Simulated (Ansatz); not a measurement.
Reaction (β-hydride elimination): `C[O][GeH]([Cl])[O]C` → `C[O][GeH2][Cl]` + `C=O`

Gas-phase electronic energies from Ansatz, PBE0-D4/def2-TZVP geometries. CCSD(T)/CBS adds triple-zeta CCSD(T) − MP2 to the extrapolated MP2 energy (def2 sets, frozen cores). This one scheme is used for every species. Functionals use def2-TZVPP. For Ge outer-core shells are correlated without core-valence functions, which leaves a few kJ/mol of doubt a bond. Scalar relativity is left out up to krypton. Each species was taken in one conformer, which may not be the lowest.

Problem. Is it downhill or uphill in electronic energy at CCSD(T)/CBS, and by how much? (Best estimate.)

Solution. The calculation gave: Uphill: ΔE = +163.7 kJ/mol.

Problem. What do these levels give: PBE0-D4, ωB97X-V, PBE, r2SCAN, MP2/def2-QZVPP, CCSD/CBS(def2)? (Estimate.)

Solution. Computed: PBE0-D4 168.6, ωB97X-V 166.2, PBE 147.3, r2SCAN 165.6, MP2/def2-QZVPP 172.0, CCSD/CBS(def2) 162.3 kJ/mol.

Largest T1 diagnostic among the species: 0.015.

The D4 term adds +16.1 kJ/mol with B3LYP and +9.0 kJ/mol with PBE0; it sums over pairs of atoms, weighted by their polarisabilities, and B3LYP, whose exchange is more repulsive, gets the larger term. From PBE to PBE0 (25 % exact exchange), in def2-TZVPP and without D4, ΔE moves by +12.4 kJ/mol. In def2-TZVPP, CCSD(T) changes the Hartree–Fock value by +22.8 kJ/mol (the triples alone add +1.4 kJ/mol) and MP2 by +32.8 kJ/mol.

B3LYP here is the variant with VWN-RPA as its local correlation; programs differ in this.
